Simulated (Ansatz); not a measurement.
Geometry optimisation, RKS BLYP-D4/def2-SVP in Ansatz 0.2.0.

The input (input.yaml):

```yaml
crystal:
  periodic: [false, false, false]
  atoms:
    - { symbol: In, position_ang: [1.6565, 1.1543, -0.4158] }
    - { symbol: H, position_ang: [-0.4688, 0.5387, -0.9953] }
    - { symbol: O, position_ang: [-0.4283, 1.4449, -1.5797] }
    - { symbol: O, position_ang: [0.4004, 0.5153, 1.396] }
    - { symbol: H, position_ang: [-0.5728, -0.3439, -0.56] }
    - { symbol: P, position_ang: [0.5156, -1.385, 0.4471] }
    - { symbol: H, position_ang: [-1.3285, 1.7471, -1.7191] }
    - { symbol: H, position_ang: [0.624, 0.4993, 2.3257] }
    - { symbol: H, position_ang: [-0.0065, -2.4826, -0.3474] }
    - { symbol: H, position_ang: [-0.3916, -1.6882, 1.4485] }
basis:
  gaussian: { orbitals: def2-SVP }
hamiltonian:
  xc: blyp
  dispersion: d4
relax:
  f_tol: 0.15
  max_steps: 25
  restrain:
    - { distance: [0, 5], at: 2.49, k: 30.0 }
    - { distance: [4, 1], at: 0.62, k: 30.0 }
    - { distance: [0, 1], at: 3.03, k: 30.0 }
    - { distance: [4, 5], at: 2.68, k: 30.0 }
```

Launched with:

```bash
$ ansatz run input.yaml --threads 2 --pin off --max-ram 3072MiB --backend cpu --events-out ev --progress --plain --runs-dir out
```

**Question.** Where does it end, and by what steps?

**Answer.** The run converged. The restraints hold the end off the free minimum. After 18 steps the energy has fallen by 0.462 eV (the restraints' own energy left out); H9 moved furthest, 1.10 Å. Parted: H2–O3 (1.08 → 2.32 Å). Joined: H2–H5 (0.99 → 0.71 Å).

```json
{"step": "0", "energy less start (eV)": "0.0000", "largest force component (eV/Å)": "3.207", "accepted": "yes"}
{"step": "1", "energy less start (eV)": "1.1181", "largest force component (eV/Å)": "5.691", "accepted": "yes"}
{"step": "2", "energy less start (eV)": "2.1703", "largest force component (eV/Å)": "6.056", "accepted": "yes"}
{"step": "3", "energy less start (eV)": "2.2335", "largest force component (eV/Å)": "4.282", "accepted": "yes"}
{"step": "4", "energy less start (eV)": "1.9851", "largest force component (eV/Å)": "3.535", "accepted": "yes"}
{"step": "5", "energy less start (eV)": "1.8047", "largest force component (eV/Å)": "3.183", "accepted": "yes"}
{"step": "6", "energy less start (eV)": "1.5443", "largest force component (eV/Å)": "2.967", "accepted": "yes"}
{"step": "7", "energy less start (eV)": "0.9541", "largest force component (eV/Å)": "2.362", "accepted": "yes"}
{"step": "8", "energy less start (eV)": "0.2857", "largest force component (eV/Å)": "2.278", "accepted": "yes"}
{"step": "9", "energy less start (eV)": "-0.1815", "largest force component (eV/Å)": "2.115", "accepted": "yes"}
{"step": "10", "energy less start (eV)": "-0.2968", "largest force component (eV/Å)": "2.205", "accepted": "yes"}
{"step": "11", "energy less start (eV)": "-0.3756", "largest force component (eV/Å)": "2.114", "accepted": "yes"}
{"step": "12", "energy less start (eV)": "-0.4861", "largest force component (eV/Å)": "2.258", "accepted": "no"}
{"step": "13", "energy less start (eV)": "-0.4319", "largest force component (eV/Å)": "2.149", "accepted": "yes"}
{"step": "14", "energy less start (eV)": "-0.4551", "largest force component (eV/Å)": "2.186", "accepted": "yes"}
{"step": "15", "energy less start (eV)": "-0.4654", "largest force component (eV/Å)": "2.217", "accepted": "yes"}
{"step": "16", "energy less start (eV)": "-0.5028", "largest force component (eV/Å)": "2.180", "accepted": "no"}
{"step": "17", "energy less start (eV)": "-0.4646", "largest force component (eV/Å)": "2.237", "accepted": "yes"}
{"step": "18", "energy less start (eV)": "-0.4621", "largest force component (eV/Å)": "2.240", "accepted": "yes"}
```

```xyz
10
Properties=species:S:1:pos:R:3
In 1.637 0.852 -0.586
H -1.229 -0.054 -1.020
O 0.156 1.612 -1.858
O -0.056 0.214 1.353
H -1.376 -0.506 -0.497
P 0.876 -1.158 0.841
H -0.651 1.963 -1.432
H 0.434 0.634 2.091
H 0.194 -1.407 -0.394
H 0.015 -2.150 1.502
```

Run time: 21 s on 2 threads of Intel(R) Xeon(R) 6975P-C (Granite Rapids) (shared host), peak memory 0.17 GiB.
